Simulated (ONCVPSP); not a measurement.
# Before and after: ONCV potential for strontium (Sr)

strontium, optimised norm-conserving Vanderbilt (ONCV), made with ONCVPSP 4.0.1 (PBE, scalar-relativistic). Core [Ar] 3d10, reference 4s2 4p6 5s1.75 5p0.25. Waves: 4s+5s: rc 2.00 bohr, ncon 4, nbas 8, qcut 6.6 1/bohr, 2 projectors; 4p+5p: rc 2.25 bohr, ncon 4, nbas 8, qcut 5.4 1/bohr, 3 projectors, debl 0.5 Ha; d scattering state at 0.18 Ha: rc 1.95 bohr, ncon 4, nbas 7, qcut 5.1 1/bohr, local; f scattering state at 0.4 Ha: rc 1.95 bohr, ncon 3, nbas 6, qcut 6.6 1/bohr, 3 projectors, debl 3.2 Ha. Local part: the d channel. Core correction: none.

In the d channel the program set the typed energies aside and used 0.050 Ha.

Change: s: qcut 8.5.

Cutoffs: the cutoffs (Ha) at which the residual kinetic energy of the hardest occupied pseudo-wave falls to 1 and 0.1 mHa per electron; they do not see the model core or the augmentation charge, which bear on the density cutoff. Errors are all-electron minus pseudo energies relative to the spin-unpolarised reference configuration.

Question: What does the change do?

Answer: The potential gets harder (14 Ha and 17 Ha → 19 Ha and 23 Ha); the bound ghost in s disappears; of the 4 tests that both files solve, the error grows in 0 and shrinks in 2 by more than 15 % and 0.3 meV (median size 0.8 → 0.4 meV); the range in which the s phases agree widens (upper end 1.1 → at the end of the scan). The waves are optimised to have the least kinetic energy above qcut, so the cutoff follows it (qcut²/2 in Ha).

```tsv
quantity	base	changed
cutoff, loose	14 Ha	19 Ha
cutoff, tight	17 Ha	23 Ha
loose cutoff by channel	s 14 Ha, p 7.9 Ha	s 19 Ha, p 7.9 Ha
bound ghosts	s	none
GHOST(+) flags under 300 eV	none	none
error for 4s2 4p6 5s2 5p0, meV [ΔE -0.56 eV]	0.0	0.0
error for 4s2 4p6 5s1 5p0, meV [ΔE 5.32 eV]	-0.4	-0.3
error for 4s2 4p6 5s0 5p0, meV [ΔE 16.33 eV]	-1.2	-0.5
error for 4s1 4p6 5s2 5p0, meV [ΔE 46.46 eV]	-38	+6.4
s: phases at 2.03 bohr within 0.05 rad from the reference energy up to (Ha; the scan ends near 5)	1.1	to the end of the scan
p: phases at 2.29 bohr within 0.05 rad from the reference energy up to (Ha; the scan ends near 5)	to the end of the scan	to the end of the scan
d: phases at 1.98 bohr within 0.05 rad from the reference energy up to (Ha; the scan ends near 5)	3.3	3.3
f: phases at 1.98 bohr within 0.05 rad from the reference energy up to (Ha; the scan ends near 5)	to the end of the scan	to the end of the scan
```

Base: The cutoffs count occupied waves only; projector 3 of the f channel, the hardest unoccupied one, needs 50 Ha at the loose tolerance. Changed file: The cutoffs count occupied waves only; projector 3 of the f channel, the hardest unoccupied one, needs 50 Ha at the loose tolerance. A true bound ghost makes a file unfit for plane-wave use even where its test errors are small: the radial tests pick states by their node count and pass the ghost by.
